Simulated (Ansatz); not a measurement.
Na₃Sn⁻, relaxed as a singlet with RKS r2SCAN-D4/def2-TZVPD in Ansatz, starting from the GFN1-xTB geometry. Force threshold 0.02 eV/Å.

In the def2 sets Sn takes a core potential; there is no spin–orbit coupling. The highest occupied level of the charge -1 singlet lies above zero (up to 0.20 eV). The electron is either unbound and held by the finite basis, or the level is raised by self-interaction error. The structure comes from a short search, and lower isomers may exist.

Start:

Cartesian coordinates in Å:
```
Na -0.869 -1.640 0.188
Na 1.834 -0.224 -0.300
Na -0.811 1.075 -1.304
Sn -0.153 0.789 1.416
```

| step | energy (eV) | largest force component (eV/Å) | SCF passes |
| --- | --- | --- | --- |
| 1 | -19081.1022 | 0.836 | 21 |
| 2 | -19081.3393 | 0.431 | 23 |
| 3 | -19081.4703 | 0.129 | 22 |
| 4 | -19081.4882 | 0.059 | 22 |
| 5 | -19081.4945 | 0.010 | 22 |

Force components are those of the run's own axes.

End:

```xyz
4

Na   -1.091   -1.935    0.380
Na    2.235   -0.185   -0.227
Na   -1.003    1.399   -1.455
Sn   -0.141    0.721    1.302
```

By distances, no bond broke or formed. The bond that changes most is Na1–Na2, from 3.09 to 3.81 Å (atoms count from 1). The end is the same structure that another start reached, the lowest one found.

No frequencies were taken in this run, so the end may be a saddle point.

Run time 11 s (4 threads of Arm Neoverse V2 on a shared host).
